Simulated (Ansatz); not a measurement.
Ansatz (a program for electronic structure) input (CCSD(T)/aug-cc-pVDZ):

Ansatz 0.2 input:
```yaml
crystal:
  periodic: [false, false, false]
  atoms:
    - {symbol: O, position_ang: [1.45394501, -0.20785379, 0.05455583]}
    - {symbol: C, position_ang: [0.27194834, -0.12038035, 0.00643112]}
    - {symbol: C, position_ang: [-1.09230295, -0.60272092, -0.07611734]}
    - {symbol: C, position_ang: [-0.90878382, 0.71139686, -0.00718105]}
    - {symbol: H, position_ang: [-1.25672953, 1.73305677, 0.02475698]}
basis:
  gaussian:
    orbitals: aug-cc-pVDZ
magnetization: {spin_polarized: true, initial_magnetization: 1}
correlation: {method: ccsd_t, electrons: outside_noble_gas}
output: {forces: true}
```

End of the output:

```
cycle  10  -15.54685342 eV  change    1.9e-5 eV  update   2.9e-5
cycle  11  -15.54686311 eV  change   -9.7e-6 eV  update   1.3e-5
cycle  12  -15.54686128 eV  change    1.8e-6 eV  update   5.5e-6
cycle  13  -15.54686188 eV  change   -6.0e-7 eV  update   2.5e-6
cycle  14  -15.54686114 eV  change    7.3e-7 eV  update   1.1e-6
cycle  15  -15.54686137 eV  change   -2.3e-7 eV  update   4.9e-7
perturbative correction -0.79299943 eV, -0.0291421917 hartree
the calculation of the forces begins
Total energy: -5157.10972939 eV, -189.5202869407 hartree
Atom 0 at     1.453945    -0.207854     0.054556 Å, force     1.600946    -0.108677     0.065636 eV/Å
Atom 1 at     0.271948    -0.120380     0.006431 Å, force     0.137729    -0.177382    -0.002132 eV/Å
Atom 2 at    -1.092303    -0.602721    -0.076117 Å, force    -1.153902    -2.129330    -0.149509 eV/Å
Atom 3 at    -0.908784     0.711397    -0.007181 Å, force    -0.413147     1.927493     0.070995 eV/Å
Atom 4 at    -1.256730     1.733057     0.024757 Å, force    -0.171627     0.487895     0.015011 eV/Å
Dipole moment:    -0.345900     0.474106     0.006680 e Å
```

It need not be the lowest isomer of its formula.
